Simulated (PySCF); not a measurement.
# Structure revision by computed shifts

A compound C8H7FO2 gives the data below (simulated from a calculation) and was assigned the structure `O=C(O)Cc1cccc(F)c1`.

13C{1H} NMR (computed): δ 177.1 (C), 172.3 (C), 137.6 (CH, 2C), 135.4 (C), 121.4 (CH, 2C), 42.1 (CH2).

1H NMR (500 MHz, computed): δ 7.43 (m, 2H), 7.35 (m, 2H), 6.17 (br s, 1H), 3.62 (s, 2H).

PySCF 2.14.0 with density-fitted response routines calculation with PBE0/pcSseg-1 with gauge-including orbitals and GFN2-xTB structure; gas phase, one computed conformer, non-relativistic Hamiltonian, rapidly exchanging positions averaged.

δ = σ(ref) − σ, references computed at the same level: 1H (σ = 31.72 ppm), 13C (σ = 186.93 ppm) vs TMS.

Question: Compare with the shifts computed for the proposed structure, pairing carbons in order of shift.

Answer: Structure with atom numbers: `[O:1]=[C:2]([OH:3])[CH2:4][c:5]1[cH:6][cH:7][cH:8][c:9]([F:10])[cH:11]1`; H(Xn) means a hydrogen on atom n.

| atom | computed for proposal | given list | difference |
| --- | --- | --- | --- |
| C2 | 176.3 | 177.1 | -0.8 |
| C9 | 173.3 | 172.3 | +1.0 |
| C5 | 143.1 | 137.6 | +5.5 |
| C7 | 135.7 | 137.6 | -1.9 |
| C6 | 130.1 | 135.4 | -5.3 |
| C11 | 122.3 | 121.4 | +0.9 |
| C8 | 120.5 | 121.4 | -0.9 |
| C4 | 44.6 | 42.1 | +2.5 |

The rms difference is 3.0 ppm and the largest +5.5 ppm at C5 (substituted aromatic carbon). The proposal also would give 8 carbon signals, not 6. The carbon types in order of shift don't match either: C, C, C, CH, CH, CH, CH, CH2 for the proposal against C, C, CH, CH, C, CH, CH, CH2 in the data. The proposal doesn't fit.

Question: Which isomer fits?

Answer: SMILES O=C(O)Cc1ccc(F)cc1.

Carbon types of the structure: 3 × C, 4 × CH, 1 × CH2, leaving 1 H on heteroatoms. δC 177.1: carboxylic acid carbon; it is a carbonyl in resonance with an O or N lone pair, the region of acids, esters and amides. δC 172.3: aromatic carbon bearing fluorine; the electronegative substituent deshields the carbon that carries it. δC 137.6, 121.4: aromatic CH. δC 135.4: substituted aromatic carbon.

This is the structure that produced the data.

OH and NH positions are those of a molecule without intermolecular hydrogen bonds; in solution they move with solvent, concentration and temperature, and exchange usually removes their couplings. Splittings by 19F in the carbon and heteronuclear signals aren't shown, as no couplings were computed. Shifts are as computed. Against solution values, carbons near 30 ppm lie about +3 ppm off and those near 130 ppm about +5 ppm. Of 1211 compounds with measured shifts, 218 miss one by over three times the rms of a fit or turn the order of signals round; such compounds aren't used in these exercises. The C=O carbon of an acid or of an amide with N–H lies up to 10 ppm further downfield in solution, through hydrogen bonding that the calculation lacks. No couplings were computed; multiplicities are counted from neighbouring protons, with m where these are inequivalent, close in shift, in a saturated or five-membered ring or joined by F or P, and br s for small geminal =CH2 splittings.
